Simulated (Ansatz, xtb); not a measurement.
# Relative energy of two isomers of C4H3N3S2

We compare a, `CSc1nc(C#N)ns1`, a singlet, with b, `CSc1nsnc1C#N`, a singlet. Both are isolated molecules in the gas phase, relaxed with PBE0-D3(BJ)/def2-SVP; the shapes shown needn't be the lowest conformers.

a (Å):

| atom | x (Å) | y (Å) | z (Å) |
| --- | --- | --- | --- |
| C | 0.4485 | 1.6532 | -3.1759 |
| C | 0.8544 | 1.1501 | -0.5536 |
| C | 0.0159 | -0.6136 | 0.3854 |
| C | -0.7383 | -1.8367 | 0.4071 |
| N | 0.1317 | 0.0859 | -0.7780 |
| N | -1.3475 | -2.8206 | 0.4150 |
| N | 0.5870 | -0.1783 | 1.4825 |
| S | 1.2759 | 2.3475 | -1.7303 |
| S | 1.3634 | 1.2340 | 1.1133 |
| H | -0.6324 | 1.5827 | -3.0007 |
| H | 0.6564 | 2.3506 | -3.9981 |
| H | 0.8531 | 0.6599 | -3.4077 |

b (Å):

```xyz
12

C    -0.3523   -0.5001   -2.8232
C    -0.1146   -0.6453   -0.1321
C    -0.2865   -0.9842    1.2678
C    -1.2532   -1.9117    1.7619
N     0.8414    0.2325   -0.3231
N     0.5415   -0.3522    2.0708
N    -2.0512   -2.6709    2.1208
S    -1.0796   -1.3374   -1.4028
S     1.4840    0.6106    1.1479
H    -0.4744    0.5874   -2.7349
H     0.7142   -0.7454   -2.9119
H    -0.8979   -0.8702   -3.7011
```

Question: Which of the two would you expect CCSD(T)/def2-SVP + ΔMP2/def2-TZVPP electronic energies to favour?

Answer: Structure a; the calculation gives E(b) − E(a) = +2.3 kcal/mol.

How the difference moves with the method:

```json
{"level": "GFN2-xTB", "geometry": "GFN2-xTB", "E(b) − E(a) (kcal/mol)": "+2.1", "departure from the last row (kcal/mol)": "−0.3", "job, with rough time for the two": "optimisation, 0.13 s"}
{"level": "HF/STO-3G", "geometry": "GFN2-xTB", "E(b) − E(a) (kcal/mol)": "+6.7", "departure from the last row (kcal/mol)": "+4.4", "job, with rough time for the two": "single point, 0.44 s"}
{"level": "r2SCAN-D4/def2-SVP", "geometry": "GFN2-xTB", "E(b) − E(a) (kcal/mol)": "+5.9", "departure from the last row (kcal/mol)": "+3.6", "job, with rough time for the two": "single point, 3.4 s"}
{"level": "PBE0-D3(BJ)/def2-SVP", "geometry": "PBE0-D3(BJ)/def2-SVP", "E(b) − E(a) (kcal/mol)": "+6.1", "departure from the last row (kcal/mol)": "+3.8", "job, with rough time for the two": "optimisation, 34 s"}
{"level": "HF/def2-SVP", "geometry": "PBE0-D3(BJ)/def2-SVP", "E(b) − E(a) (kcal/mol)": "+9.7", "departure from the last row (kcal/mol)": "+7.3", "job, with rough time for the two": "part of the CCSD(T) run"}
{"level": "MP2/def2-SVP", "geometry": "PBE0-D3(BJ)/def2-SVP", "E(b) − E(a) (kcal/mol)": "+4.7", "departure from the last row (kcal/mol)": "+2.3", "job, with rough time for the two": "part of the CCSD(T) run"}
{"level": "CCSD(T)/def2-SVP", "geometry": "PBE0-D3(BJ)/def2-SVP", "E(b) − E(a) (kcal/mol)": "+6.1", "departure from the last row (kcal/mol)": "+3.8", "job, with rough time for the two": "single point"}
{"level": "CCSD(T)/def2-SVP + ΔMP2/def2-TZVPP", "geometry": "PBE0-D3(BJ)/def2-SVP", "E(b) − E(a) (kcal/mol)": "+2.3", "departure from the last row (kcal/mol)": "", "job, with rough time for the two": "single point, 86 s"}
```

As drawn, b has 1 N∷S, 1 C∷C in place of 1 C∷N, 1 C∷S (∷ is an aromatic bond).

The levels shown agree on the order. The largest departure from CCSD(T)/def2-SVP + ΔMP2/def2-TZVPP is that of HF/def2-SVP, 7.3 kcal/mol. The last row adds to CCSD(T) the change of the MP2 difference between the two basis sets, here −3.8 kcal/mol, a large step that makes the value less sure.

With thermal terms from frequencies at re-optimised GFN2-xTB minima (ideal gas, soft modes damped towards free rotors, one conformer each, 298.15 K, 1 atm): the zero-point term adds 0.0 kcal/mol; ΔH is +2.3 and ΔG +2.4 kcal/mol.

The correlated steps freeze 17 core orbitals. Run with Ansatz 0.2.0, xtb 6.7.1; the last row on 4 threads of Arm Neoverse V2 on a shared host.
